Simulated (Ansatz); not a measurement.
A structure relaxed at PBE-D4/def2-SVP in Ansatz, charge 0, singlet:

Cartesian coordinates in Å:
```
Hg -0.150 0.290 -3.960
Hg -1.999 -2.885 1.857
Hg 2.154 2.594 2.101
Se 1.198 1.726 -1.112
Se 0.081 -0.166 2.374
Se -1.301 -1.546 -1.259
H 1.172 -0.716 -4.122
H -1.476 1.302 -3.891
H -0.686 -3.910 1.748
H -3.358 -1.927 2.009
H 3.503 1.615 2.003
H 0.857 3.634 2.248
H 2.567 1.839 -1.674
H 0.882 3.117 -1.520
H 0.979 -0.890 3.307
H -0.706 0.381 3.507
H -1.011 -2.860 -1.885
H -2.707 -1.597 -1.730
```

**Question.** Give its formula and point group.

**Answer.** Hg3H12Se3. Point group D3h (tolerance 0.1 Å).

**Question.** Summarise the bond lengths by kind (pairs closer than 1.2 times the sum of covalent radii, bridged metal pairs left out).

**Answer.** 6 × H–Hg 1.67 Å; 6 × H–Se 1.48 Å.

In the def2 sets Hg takes a core potential; there is no spin–orbit coupling. In the singlet geometry the species has come apart into loosely held pieces.
